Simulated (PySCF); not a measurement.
**Fine-structure interval of Pt⁶⁵⁺ by level of theory**

Pt⁶⁵⁺ [Ne] 3s2 3p1 [3p1/2^1, M_J = 1/2] → Pt⁶⁵⁺ [Ne] 3s2 3p1 [3p3/2^1, M_J = 3/2], as a difference of total energies. Computed with PySCF 2.14 in an even-tempered Gaussian basis (17 s from 22 bohr⁻², ratio 2.4; 14 p from 29 bohr⁻², ratio 2.4; 4 d from 94 bohr⁻², ratio 2.6; 4 f from 140 bohr⁻², ratio 2.6), with the two-component X2C-1e Hamiltonian. Correlated levels: 1s2 frozen; the 46 highest virtual spinors dropped. "Screened" scales the spin-orbit matrix elements by Boettger's factors to mimic the two-electron term; Breit and QED terms are absent.

```
                    method  fine-structure interval (cm⁻¹)
 GHF (screened spin-orbit)                         3827700
GMP2 (screened spin-orbit)                         3820500
     GHF (bare spin-orbit)                         3941100
```
